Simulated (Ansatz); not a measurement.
Consider the formal exchange of groups at a B–C bond: `CBOCO` + `N=C=CO` → `OBOCO` + `CC=C=N`.

Computed with Ansatz on PBE0-D4/def2-TZVP structures; ΔE is electronic, products minus reactants. CCSD(T)/CBS is the MP2 limit (def2-TZVPP, def2-QZVPP) plus CCSD(T) − MP2 in def2-TZVPP, frozen cores. Functionals use def2-TZVPP. B3LYP here is the variant with VWN-RPA as its local correlation; programs differ in this. One conformer a species, not always the lowest.

`CBOCO`:

Z-matrix (Å, degrees):
```
C
B 1 1.558
H 1 1.095 2 110.4
H 1 1.096 2 109.7 3 -115.6
H 1 1.091 2 113.6 3 122.6
O 2 1.354 1 119.7 3 -123.7
H 2 1.206 1 122.2 3 55.7
C 6 1.410 2 121.3 1 -176.4
O 8 1.385 6 111.2 2 99.5
H 8 1.093 6 110.4 2 -18.6
H 8 1.096 6 106.4 2 -138.4
H 9 0.962 8 108.6 6 64.2
```

`N=C=CO`:

Cartesian coordinates in Å:
```
N 0.090 0.582 1.713
C -0.047 0.366 0.512
C -0.361 0.058 -0.722
O -0.013 -1.096 -1.379
H 0.953 1.077 1.951
H -0.903 0.763 -1.336
H 0.281 -1.751 -0.739
```

`OBOCO`:

Cartesian coordinates in Å:
```
O -1.462 1.909 -0.182
B -0.358 1.134 -0.053
O -0.456 -0.149 -0.483
C 0.606 -1.047 -0.279
O 0.486 -1.716 0.931
H -1.320 2.806 0.123
H 0.672 1.557 0.402
H 1.562 -0.518 -0.240
H 0.592 -1.736 -1.130
H -0.321 -2.239 0.910
```

`CC=C=N`:

```xyz
9

C    -0.881   -0.919   -0.262
C     0.173    0.096   -0.586
C     0.681    0.923    0.288
N     1.063    1.774    1.077
H    -0.526   -1.935   -0.454
H    -1.179   -0.859    0.785
H    -1.774   -0.762   -0.875
H     0.558    0.159   -1.598
H     1.885    1.524    1.625
```

```csv
level,ΔE (kJ/mol),difference from CCSD(T)/CBS
r2SCAN-D4,-193.6,2.5
PBE0-D4,-190.7,5.4
B3LYP-D4,-192.2,3.9
ωB97X-V,-191.6,4.5
ωB97M-V,-194.3,1.8
B2PLYP,-197.0,-0.9
PBE,-183.2,12.9
r2SCAN,-193.6,2.5
B3LYP,-191.8,4.3
HF/def2-TZVPP,-206.6,-10.5
MP2/def2-TZVPP,-205.1,-9.0
CCSD(T)/def2-TZVPP,-195.9,0.2
HF/def2-QZVPP,-206.9,-10.8
HF/CBS(def2),-206.9,-10.8
MP2/CBS(def2),-205.3,-9.2
CCSD/CBS(def2),-197.9,-1.8
CCSD(T)/CBS,-196.1,0
```

Largest T1 diagnostic among the species: 0.014.

From PBE to PBE0 (25 % exact exchange), in def2-TZVPP and without D4, ΔE moves by −7.4 kJ/mol.
